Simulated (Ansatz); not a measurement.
A short molecular-dynamics run on Na₈F₈ (relaxed from a model of 2x2x4 NaF rock-salt block, whose bonding it doesn't keep).

```yaml
crystal:
  periodic: [false, false, false]
  atoms:
    - {symbol: Na, position_ang: [-1.050994, -1.043688, -3.197209]}
    - {symbol: F, position_ang: [-1.145856, -1.143914, -1.065465]}
    - {symbol: Na, position_ang: [-1.120066, -1.110782, 1.077752]}
    - {symbol: F, position_ang: [-1.076498, -1.073601, 3.221692]}
    - {symbol: F, position_ang: [-1.077063, 1.078430, -3.219797]}
    - {symbol: Na, position_ang: [-1.112626, 1.121260, -1.075796]}
    - {symbol: F, position_ang: [-1.143362, 1.145553, 1.067426]}
    - {symbol: Na, position_ang: [-1.040192, 1.049129, 3.198904]}
    - {symbol: F, position_ang: [1.071641, -1.079664, -3.221304]}
    - {symbol: Na, position_ang: [1.110553, -1.121681, -1.077265]}
    - {symbol: F, position_ang: [1.145316, -1.145201, 1.065935]}
    - {symbol: Na, position_ang: [1.045740, -1.047772, 3.197586]}
    - {symbol: Na, position_ang: [1.045514, 1.042361, -3.199442]}
    - {symbol: F, position_ang: [1.143795, 1.143552, -1.067894]}
    - {symbol: Na, position_ang: [1.122055, 1.111014, 1.075426]}
    - {symbol: F, position_ang: [1.082011, 1.074985, 3.219451]}
basis:
  gaussian: {orbitals: "6-31G*"}
hamiltonian: {xc: {name: BLYP}}
md: {timestep: 0.5 fs, n_steps: 12, ensemble: nve, temperature: 1500, initial_velocities: maxwell_boltzmann, seed: 348}
scf: {omitted_lower_state_checks: [starts]}
```

```sh
$ ansatz run in.yaml --threads 4 --pin off --events-out ev --progress --plain --max-ram 6963MiB
```

```tsv
step	time (fs)	potential energy (eV)	kinetic (eV)	T (K)	conserved (eV)
0	0.0	-57085.8356	2.7145	1500	-57083.1212
1	0.5	-57085.8380	2.7168	1501	-57083.1212
2	1.0	-57085.8373	2.7161	1501	-57083.1212
3	1.5	-57085.8335	2.7123	1499	-57083.1212
4	2.0	-57085.8267	2.7055	1495	-57083.1212
5	2.5	-57085.8168	2.6957	1490	-57083.1212
6	3.0	-57085.8040	2.6829	1483	-57083.1212
7	3.5	-57085.7883	2.6672	1474	-57083.1212
8	4.0	-57085.7697	2.6486	1464	-57083.1212
9	4.5	-57085.7484	2.6272	1452	-57083.1212
10	5.0	-57085.7243	2.6031	1438	-57083.1211
11	5.5	-57085.6976	2.5764	1424	-57083.1211
12	6.0	-57085.6684	2.5472	1408	-57083.1211
```

Velocities are drawn at the set temperature; a run this short doesn't reach equilibrium.

The 6-31G sets use Cartesian d functions.

Frames (Å, forces in eV/Å):

```xyz
16
time=0.0 fs
Na   -1.051   -1.044   -3.197   -0.161   -0.161   -0.117
F    -1.146   -1.144   -1.065   -0.193   -0.180    0.003
Na   -1.120   -1.111    1.078   -0.101   -0.114    0.000
F    -1.076   -1.074    3.222   -0.255   -0.253    0.218
F    -1.077    1.078   -3.220   -0.255    0.256   -0.219
Na   -1.113    1.121   -1.076   -0.113    0.100   -0.001
F    -1.143    1.146    1.067   -0.179    0.193   -0.002
Na   -1.040    1.049    3.199   -0.161    0.161    0.118
F     1.072   -1.080   -3.221    0.254   -0.257   -0.219
Na    1.111   -1.122   -1.077    0.113   -0.100   -0.001
F     1.145   -1.145    1.066    0.179   -0.193   -0.002
Na    1.046   -1.048    3.198    0.161   -0.161    0.118
Na    1.046    1.042   -3.199    0.161    0.161   -0.117
F     1.144    1.144   -1.068    0.194    0.180    0.003
Na    1.122    1.111    1.075    0.101    0.115   -0.001
F     1.082    1.075    3.219    0.256    0.253    0.218
16
time=0.5 fs
Na   -1.057   -1.043   -3.199   -0.117   -0.137   -0.133
F    -1.138   -1.151   -1.072   -0.238   -0.155    0.065
Na   -1.120   -1.111    1.082   -0.091   -0.126   -0.051
F    -1.073   -1.075    3.223   -0.272   -0.244    0.224
F    -1.073    1.086   -3.223   -0.254    0.229   -0.203
Na   -1.118    1.122   -1.076   -0.087    0.089   -0.002
F    -1.144    1.146    1.072   -0.194    0.184   -0.043
Na   -1.039    1.048    3.198   -0.155    0.166    0.145
F     1.073   -1.079   -3.218    0.224   -0.264   -0.246
Na    1.103   -1.121   -1.078    0.146   -0.115    0.018
F     1.149   -1.150    1.066    0.157   -0.173    0.006
Na    1.045   -1.046    3.197    0.192   -0.153    0.120
Na    1.052    1.040   -3.200    0.149    0.168   -0.101
F     1.144    1.139   -1.065    0.175    0.197   -0.010
Na    1.116    1.113    1.076    0.127    0.103   -0.008
F     1.085    1.081    3.219    0.237    0.232    0.219
16
time=1.0 fs
Na   -1.063   -1.041   -3.202   -0.075   -0.114   -0.149
F    -1.131   -1.158   -1.079   -0.284   -0.130    0.124
Na   -1.120   -1.110    1.086   -0.081   -0.138   -0.099
F    -1.070   -1.077    3.225   -0.289   -0.235    0.229
F    -1.069    1.093   -3.226   -0.252    0.202   -0.187
Na   -1.124    1.122   -1.077   -0.062    0.079   -0.003
F    -1.144    1.146    1.076   -0.209    0.175   -0.084
Na   -1.038    1.047    3.198   -0.149    0.170    0.173
F     1.075   -1.079   -3.215    0.196   -0.271   -0.274
Na    1.096   -1.119   -1.080    0.182   -0.130    0.037
F     1.152   -1.155    1.065    0.135   -0.153    0.014
Na    1.044   -1.044    3.196    0.223   -0.146    0.122
Na    1.058    1.038   -3.201    0.137    0.174   -0.086
F     1.144    1.134   -1.063    0.157    0.214   -0.022
Na    1.109    1.115    1.077    0.154    0.091   -0.015
F     1.088    1.087    3.219    0.218    0.212    0.219
16
time=1.5 fs
Na   -1.070   -1.040   -3.204   -0.033   -0.091   -0.164
F    -1.123   -1.166   -1.086   -0.334   -0.106    0.182
Na   -1.120   -1.110    1.091   -0.071   -0.150   -0.145
F    -1.066   -1.079    3.227   -0.306   -0.226    0.234
F    -1.065    1.100   -3.229   -0.251    0.175   -0.170
Na   -1.130    1.123   -1.078   -0.037    0.069   -0.005
F    -1.144    1.146    1.081   -0.225    0.166   -0.125
Na   -1.037    1.046    3.198   -0.143    0.174    0.200
F     1.077   -1.078   -3.212    0.169   -0.278   -0.303
Na    1.089   -1.118   -1.081    0.220   -0.144    0.057
F     1.156   -1.160    1.065    0.114   -0.133    0.022
Na    1.042   -1.042    3.195    0.254   -0.138    0.123
Na    1.064    1.036   -3.202    0.124    0.180   -0.070
F     1.145    1.129   -1.060    0.139    0.231   -0.034
Na    1.103    1.118    1.078    0.182    0.080   -0.021
F     1.091    1.093    3.218    0.199    0.191    0.219
16
time=2.0 fs
Na   -1.076   -1.039   -3.206    0.007   -0.069   -0.179
F    -1.116   -1.173   -1.092   -0.386   -0.082    0.237
Na   -1.120   -1.110    1.095   -0.061   -0.162   -0.189
F    -1.063   -1.081    3.228   -0.324   -0.217    0.239
F    -1.061    1.107   -3.232   -0.249    0.148   -0.154
Na   -1.135    1.124   -1.078   -0.012    0.059   -0.008
F    -1.144    1.146    1.085   -0.241    0.157   -0.165
Na   -1.037    1.045    3.197   -0.137    0.178    0.228
F     1.079   -1.078   -3.209    0.143   -0.284   -0.331
Na    1.082   -1.117   -1.082    0.260   -0.159    0.076
F     1.159   -1.165    1.065    0.092   -0.114    0.029
Na    1.041   -1.040    3.194    0.285   -0.131    0.124
Na    1.070    1.033   -3.203    0.111    0.186   -0.055
F     1.145    1.124   -1.058    0.121    0.249   -0.045
Na    1.096    1.120    1.079    0.209    0.070   -0.028
F     1.094    1.098    3.218    0.180    0.170    0.219
16
time=2.5 fs
Na   -1.082   -1.038   -3.208    0.046   -0.047   -0.194
F    -1.109   -1.180   -1.099   -0.441   -0.060    0.289
Na   -1.119   -1.110    1.099   -0.051   -0.174   -0.230
F    -1.059   -1.083    3.230   -0.341   -0.207    0.244
F    -1.057    1.114   -3.235   -0.248    0.121   -0.137
Na   -1.141    1.124   -1.079    0.013    0.050   -0.010
F    -1.145    1.147    1.090   -0.257    0.148   -0.205
Na   -1.036    1.045    3.197   -0.130    0.182    0.257
F     1.081   -1.078   -3.206    0.118   -0.290   -0.359
Na    1.075   -1.116   -1.083    0.303   -0.174    0.096
F     1.163   -1.170    1.064    0.070   -0.095    0.037
Na    1.040   -1.038    3.193    0.317   -0.124    0.126
Na    1.076    1.031   -3.204    0.098    0.192   -0.040
F     1.146    1.120   -1.055    0.104    0.266   -0.057
Na    1.090    1.122    1.080    0.237    0.060   -0.035
F     1.097    1.104    3.218    0.160    0.150    0.219
16
time=3.0 fs
Na   -1.088   -1.037   -3.211    0.084   -0.026   -0.208
F    -1.101   -1.187   -1.106   -0.498   -0.038    0.339
Na   -1.119   -1.109    1.103   -0.041   -0.186   -0.270
F    -1.056   -1.084    3.232   -0.358   -0.197    0.248
F    -1.053    1.122   -3.238   -0.246    0.095   -0.120
Na   -1.147    1.125   -1.079    0.038    0.042   -0.014
F    -1.145    1.147    1.094   -0.274    0.140   -0.245
Na   -1.035    1.044    3.197   -0.123    0.185    0.285
F     1.083   -1.078   -3.203    0.095   -0.296   -0.387
Na    1.068   -1.115   -1.085    0.349   -0.189    0.117
F     1.166   -1.175    1.064    0.048   -0.076    0.044
Na    1.039   -1.036    3.192    0.348   -0.116    0.126
Na    1.082    1.029   -3.205    0.085    0.198   -0.025
F     1.146    1.115   -1.052    0.087    0.284   -0.068
Na    1.084    1.124    1.081    0.265    0.051   -0.041
F     1.100    1.110    3.218    0.141    0.129    0.218
16
time=3.5 fs
Na   -1.094   -1.036   -3.213    0.121   -0.005   -0.222
F    -1.094   -1.195   -1.112   -0.559   -0.017    0.386
Na   -1.119   -1.109    1.107   -0.031   -0.198   -0.308
F    -1.053   -1.086    3.233   -0.375   -0.187    0.253
F    -1.050    1.129   -3.241   -0.245    0.069   -0.103
Na   -1.152    1.126   -1.080    0.062    0.034   -0.018
F    -1.146    1.147    1.099   -0.290    0.131   -0.284
Na   -1.034    1.043    3.196   -0.117    0.188    0.314
F     1.085   -1.077   -3.200    0.072   -0.301   -0.415
Na    1.062   -1.114   -1.086    0.398   -0.203    0.137
F     1.170   -1.180    1.064    0.026   -0.058    0.051
Na    1.038   -1.034    3.191    0.380   -0.109    0.127
Na    1.089    1.027   -3.206    0.072    0.204   -0.010
F     1.146    1.110   -1.050    0.070    0.302   -0.079
Na    1.077    1.127    1.082    0.294    0.042   -0.047
F     1.104    1.116    3.217    0.121    0.109    0.217
16
time=4.0 fs
Na   -1.101   -1.035   -3.215    0.156    0.016   -0.235
F    -1.087   -1.202   -1.119   -0.622    0.003    0.431
Na   -1.119   -1.109    1.112   -0.021   -0.211   -0.343
F    -1.050   -1.088    3.235   -0.392   -0.177    0.257
F    -1.046    1.136   -3.244   -0.243    0.043   -0.085
Na   -1.158    1.126   -1.081    0.086    0.026   -0.022
F    -1.146    1.147    1.103   -0.307    0.122   -0.322
Na   -1.033    1.042    3.196   -0.110    0.191    0.343
F     1.086   -1.077   -3.197    0.051   -0.306   -0.443
Na    1.055   -1.113   -1.087    0.449   -0.218    0.157
F     1.173   -1.185    1.063    0.005   -0.040    0.058
Na    1.038   -1.032    3.191    0.411   -0.102    0.128
Na    1.095    1.025   -3.207    0.059    0.210    0.004
F     1.147    1.106   -1.047    0.054    0.320   -0.090
Na    1.071    1.129    1.082    0.322    0.034   -0.053
F     1.107    1.122    3.217    0.102    0.089    0.216
16
time=4.5 fs
Na   -1.107   -1.033   -3.218    0.190    0.035   -0.248
F    -1.080   -1.209   -1.125   -0.688    0.022    0.473
Na   -1.119   -1.109    1.116   -0.011   -0.223   -0.377
F    -1.046   -1.090    3.237   -0.409   -0.167    0.262
F    -1.042    1.144   -3.247   -0.241    0.018   -0.068
Na   -1.164    1.127   -1.081    0.110    0.020   -0.027
F    -1.146    1.148    1.107   -0.324    0.114   -0.360
Na   -1.032    1.041    3.196   -0.103    0.194    0.372
F     1.088   -1.077   -3.194    0.032   -0.311   -0.471
Na    1.048   -1.112   -1.088    0.504   -0.232    0.178
F     1.177   -1.190    1.063   -0.017   -0.023    0.065
Na    1.037   -1.030    3.190    0.442   -0.095    0.128
Na    1.101    1.022   -3.208    0.045    0.215    0.018
F     1.147    1.101   -1.045    0.038    0.338   -0.100
Na    1.065    1.131    1.083    0.351    0.027   -0.059
F     1.110    1.128    3.217    0.082    0.069    0.214
16
time=5.0 fs
Na   -1.113   -1.032   -3.220    0.223    0.055   -0.260
F    -1.073   -1.216   -1.132   -0.757    0.039    0.512
Na   -1.119   -1.109    1.120   -0.001   -0.235   -0.409
F    -1.043   -1.092    3.239   -0.426   -0.156    0.266
F    -1.038    1.151   -3.250   -0.240   -0.007   -0.051
Na   -1.169    1.128   -1.082    0.134    0.013   -0.031
F    -1.147    1.148    1.112   -0.342    0.105   -0.398
Na   -1.032    1.041    3.196   -0.096    0.197    0.401
F     1.090   -1.077   -3.192    0.013   -0.315   -0.499
Na    1.041   -1.111   -1.089    0.561   -0.246    0.198
F     1.180   -1.195    1.063   -0.039   -0.006    0.072
Na    1.036   -1.028    3.189    0.473   -0.089    0.129
Na    1.107    1.020   -3.209    0.032    0.221    0.032
F     1.148    1.096   -1.042    0.022    0.356   -0.110
Na    1.058    1.134    1.084    0.380    0.020   -0.065
F     1.113    1.134    3.217    0.062    0.049    0.212
16
time=5.5 fs
Na   -1.119   -1.031   -3.223    0.255    0.073   -0.271
F    -1.066   -1.224   -1.138   -0.829    0.056    0.549
Na   -1.119   -1.109    1.124    0.008   -0.247   -0.439
F    -1.040   -1.094    3.241   -0.442   -0.145    0.269
F    -1.035    1.158   -3.253   -0.238   -0.032   -0.033
Na   -1.175    1.128   -1.083    0.157    0.008   -0.037
F    -1.147    1.148    1.116   -0.359    0.097   -0.434
Na   -1.031    1.040    3.195   -0.089    0.199    0.430
F     1.092   -1.077   -3.189   -0.005   -0.319   -0.526
Na    1.034   -1.110   -1.090    0.620   -0.259    0.219
F     1.184   -1.200    1.063   -0.060    0.010    0.079
Na    1.035   -1.026    3.188    0.504   -0.082    0.129
Na    1.113    1.018   -3.210    0.019    0.226    0.045
F     1.148    1.092   -1.040    0.007    0.374   -0.120
Na    1.052    1.136    1.085    0.409    0.013   -0.071
F     1.116    1.140    3.217    0.043    0.029    0.210
16
time=6.0 fs
Na   -1.125   -1.030   -3.225    0.286    0.091   -0.281
F    -1.059   -1.231   -1.144   -0.903    0.071    0.584
Na   -1.119   -1.109    1.128    0.018   -0.259   -0.467
F    -1.037   -1.096    3.243   -0.458   -0.135    0.273
F    -1.031    1.165   -3.257   -0.236   -0.056   -0.016
Na   -1.180    1.129   -1.083    0.180    0.002   -0.042
F    -1.148    1.149    1.120   -0.377    0.088   -0.470
Na   -1.030    1.039    3.195   -0.082    0.201    0.458
F     1.094   -1.077   -3.186   -0.021   -0.323   -0.552
Na    1.028   -1.109   -1.091    0.683   -0.272    0.239
F     1.188   -1.205    1.062   -0.082    0.027    0.085
Na    1.034   -1.024    3.187    0.534   -0.076    0.129
Na    1.120    1.016   -3.211    0.005    0.231    0.058
F     1.148    1.087   -1.037   -0.008    0.392   -0.129
Na    1.046    1.138    1.086    0.438    0.008   -0.077
F     1.119    1.146    3.217    0.023    0.010    0.208
```

It took 3.8 min on 4 threads of Arm Neoverse V2 on a shared host, peak host memory 0.72 GiB.
